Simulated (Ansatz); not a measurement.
`CCCc1ccccc1`, relaxed with RKS PBE-D4/def2-SVP in Ansatz 0.2.0 from a rough embedded geometry. The force threshold is 0.03 eV/Å; the program also tests the step.

The species carries charge 0 and has multiplicity 1.

Start:

```xyz
21

C    -1.931   -1.524    0.973
C    -2.119   -0.074    0.631
C    -1.378    0.387   -0.644
C     0.115    0.470   -0.420
C     0.900   -0.542   -1.124
C     2.307   -0.506   -1.001
C     2.904    0.482   -0.197
C     2.146    1.443    0.468
C     0.747    1.450    0.281
H    -0.835   -1.717    1.172
H    -2.159   -2.157    0.062
H    -2.483   -1.828    1.801
H    -1.789    0.501    1.470
H    -3.183    0.087    0.459
H    -1.738    1.429   -0.865
H    -1.654   -0.175   -1.486
H     0.464   -1.282   -1.738
H     2.908   -1.247   -1.526
H     3.977    0.482   -0.116
H     2.633    2.181    1.000
H     0.168    2.141    0.799
```

Q: How much energy does the relaxation release, and in how many steps? (Best estimate.)

A: The calculation gave: 68.14 kJ/mol, in 5 steps.

Q: Which bonds change most? (Estimate.)

A: The calculation gave: C8–H20 from 1.032 to 1.101 Å; C1–H12 from 1.041 to 1.109 Å; C9–H21 from 1.040 to 1.102 Å; C3–H16 from 1.049 to 1.111 Å.

Q: Give the relaxed structure. (Estimate.)

A: Ansatz gave: 
```xyz
21

C    -1.828   -1.551    0.909
C    -2.126   -0.080    0.620
C    -1.409    0.471   -0.630
C     0.099    0.472   -0.506
C     0.886   -0.528   -1.111
C     2.281   -0.546   -0.953
C     2.915    0.440   -0.181
C     2.144    1.444    0.427
C     0.751    1.457    0.266
H    -0.745   -1.720    1.079
H    -2.134   -2.199    0.060
H    -2.369   -1.904    1.810
H    -1.840    0.539    1.499
H    -3.221    0.064    0.490
H    -1.763    1.506   -0.820
H    -1.706   -0.131   -1.516
H     0.394   -1.303   -1.720
H     2.876   -1.335   -1.437
H     4.009    0.429   -0.058
H     2.633    2.225    1.029
H     0.154    2.251    0.743
```
